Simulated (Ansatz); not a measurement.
C2H9NOSi can be A, `COC(N)[SiH3]`, or B, `CCO[SiH2]N`.

Program: Ansatz. Geometries: PBE0-D4/def2-TZVP. ΔE: electronic, gas phase. CBS: MP2 limit from def2 TZ/QZ plus the TZ coupled-cluster correction, frozen cores. Functionals use def2-TZVPP. B3LYP here is the variant with VWN-RPA as its local correlation; programs differ in this. One conformer a species, not always the lowest.

A:

Z-matrix (Å, degrees):
```
C
O 1 1.409
H 1 1.099 2 110.8
H 1 1.090 2 107.1 3 118.8
H 1 1.094 2 111.3 3 -121.3
C 2 1.408 1 113.6 3 62.7
Si 6 1.903 2 105.8 1 -171.0
N 6 1.447 2 111.7 1 64.5
H 6 1.103 2 109.4 1 -53.3
H 7 1.488 6 108.0 2 -69.2
H 7 1.489 6 108.1 2 173.6
H 7 1.486 6 112.9 2 52.6
H 8 1.011 6 113.4 2 86.9
H 8 1.009 6 112.9 2 -147.6
```

B:

Z-matrix (Å, degrees):
```
C
C 1 1.509
H 1 1.093 2 110.5
H 1 1.092 2 110.4 3 -120.1
H 1 1.092 2 110.5 3 120.2
O 2 1.413 1 109.5 3 179.7
H 2 1.098 1 110.2 3 58.8
H 2 1.099 1 110.1 3 -59.2
Si 6 1.645 2 123.0 1 173.2
N 9 1.706 6 116.7 2 63.2
H 9 1.488 6 109.0 2 -55.5
H 9 1.479 6 103.3 2 -176.5
H 10 1.006 9 123.0 6 68.3
H 10 1.005 9 122.1 6 -91.7
```

Which is lower in electronic energy at CCSD(T)/CBS, and by how much? (Best estimate.)

Ansatz gave: B, by 282.6 kJ/mol.

Give E(B) − E(A) in kJ/mol with B3LYP, CCSD(T)/def2-TZVPP, PBE0-D4, ωB97M-V, B3LYP-D4, B2PLYP, r2SCAN-D4. (Best estimate.)

Ansatz gave: B3LYP -275.8, CCSD(T)/def2-TZVPP -277.2, PBE0-D4 -266.0, ωB97M-V -276.6, B3LYP-D4 -273.0, B2PLYP -281.8, r2SCAN-D4 -275.3. None reverses the order clearly.

Largest T1 diagnostic: 0.012.

From PBE to PBE0 (25 % exact exchange), in def2-TZVPP and without D4, E(B) − E(A) moves by −11.9 kJ/mol. In def2-TZVPP, CCSD(T) changes the Hartree–Fock value by +19.6 kJ/mol (the triples alone add +4.4 kJ/mol) and MP2 by +7.9 kJ/mol.
